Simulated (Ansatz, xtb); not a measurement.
**C6H3F: 4 structures ranked**

4 gas-phase structures of C6H3F, from a drawn sample of its isomers (lower ones may exist). Each was relaxed with GFN2-xTB:

A. `C#C/C=C(\F)C#C`, a singlet
B. `FC1=C2C=CC2=C1`, a singlet
C. `C#CC(C#C)=CF`, a singlet
D. `C#CC#CC(=C)F`, a singlet

Problem. Make a reasoned guess at their ranking by r2SCAN-D4/def2-SVP//GFN2-xTB single-point energy.

Solution. Calculated order at r2SCAN-D4/def2-SVP//GFN2-xTB: D (0.0), A (6.6), C (10.5), B (31.3) kcal/mol.

Energies above the lowest of each column, in kcal/mol; the last columns are at r2SCAN-D4/def2-SVP geometries and were run for some of them only (a dash: not run or not comparable):

```csv
structure,GFN2-xTB,HF/STO-3G,r2SCAN-D4/def2-SVP//GFN2-xTB,r2SCAN-D4/def2-SVP,CCSD(T)/def2-SVP + ΔMP2/def2-TZVPP
D,0.0,0.0,0.0,0.0,0.0
A,4.3,4.2,6.6,6.3,3.5
C,5.1,4.9,10.5,10.0,5.2
B,31.7,53.2,31.3,–,–
```

Every level run on D puts it lowest or level with the lowest. Frequencies (GFN2-xTB) were run for A, C, D alone. ΔMP2 is the change of the MP2 energy from the smaller to the larger basis.

Over these structures GFN2-xTB departs from r2SCAN-D4/def2-SVP//GFN2-xTB by 2.0 kcal/mol on average once a common shift is removed. A GFN2-xTB relaxation took about 0.11 s and the r2SCAN-D4/def2-SVP//GFN2-xTB energy about 1.6 s on a shared host (Ansatz 0.2.0, xtb 6.7.1).
